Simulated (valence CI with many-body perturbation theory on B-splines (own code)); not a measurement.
**Tc XII in three bases**

Computed by relativistic CI+MBPT: four valence electrons over a frozen Dirac-Fock core [Ar] 3d10, a basis of 9 s, 9 p, 8 d, 6 f, 3 g, 1 h functions for each j, with the one-electron correlation potential Σ1, the two-electron term Σ2, the three-electron term Σ3, Breit, model QED; selected CI, second order for the rest, scaled by the run's own slope (own B-spline code, finite nucleus).

No measured spectrum was set against this ion. As an estimate, levels hold to about 250 cm⁻¹ or 0.2 % of their energy and the worst to 1 %, as in measured heavy ions of charge 2 to 7; those with d or f electrons hold less well.

The reference run has the lowest level 4s²4p² ³P_0 and an ionisation energy of 240.007 eV. Its largest variational space holds 20011 state functions.

Names give the largest LS component (configuration and term), which can be under half, so a name can repeat, a term be missing and a line seem to break the LS rules; names also repeat where a configuration has a term twice.

Changed runs:
A. basis 6 s, 6 p, 5 d, 3 f, 1 g
B. basis 5 s, 5 p, 4 d, 2 f

Excitation energies of the reference run in cm⁻¹, and shifts in cm⁻¹:

| Level | Reference | A | B |
| --- | --- | --- | --- |
| 4s²4p² ³P_1 | 21509 | -28 | -87 |
| 4s²4p² ³P_2 | 32000 | +14 | +65 |
| 4s²4p² ¹D_2 | 63844 | +48 | +202 |
| 4s²4p² ¹S_0 | 95618 | +142 | +524 |
| 4s4p³ ⁵S°_2 | 220846 | -215 | -669 |
| 4s4p³ ³D°_1 | 272570 | -11 | +40 |
| 4s4p³ ³D°_2 | 274163 | -22 | +4.5 |
| 4s4p³ ³D°_3 | 282783 | -27 | -16 |
| 4s4p³ ³P°_0 | 309807 | +52 | +273 |
| 4s4p³ ³P°_1 | 312934 | +42 | +234 |
| 4s4p³ ³P°_2 | 316494 | +27 | +173 |
| 4s4p³ ¹D°_2 | 349748 | +44 | +194 |
| Ionisation energy (eV) | 240.007 | -0.023 | -0.069 |
